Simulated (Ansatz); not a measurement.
A structure relaxed at PBE0-D4/def2-TZVP, charge 0, multiplicity 1:

Cartesian coordinates in Å:
```
Se 0.5829 -2.0545 -0.7247
C -0.3466 -0.3769 -0.5348
C 0.5288 0.8673 -0.6678
Ge -0.2459 0.6746 1.1009
H -0.1730 -2.7902 0.2979
H -1.2789 -0.3438 -1.0882
H 0.1639 1.6509 -1.3231
H 1.5983 0.7038 -0.7460
H 0.6262 0.1411 2.2257
H -1.4557 1.5277 1.4601
```

Task: Give its formula and SMILES.

Result: C2H6GeSe, `[SeH][CH]1[CH2][GeH2]1`.

Task: Summarise the bond lengths by kind.

Result: 1 × C–Se 1.927 Å; 1 × H–Se 1.469 Å; 1 × C–C 1.527 Å; 2 × C–Ge 1.941 to 1.947 Å; 3 × C–H 1.085 Å; 2 × Ge–H 1.520 to 1.523 Å.

Program: Ansatz 0.2.0.
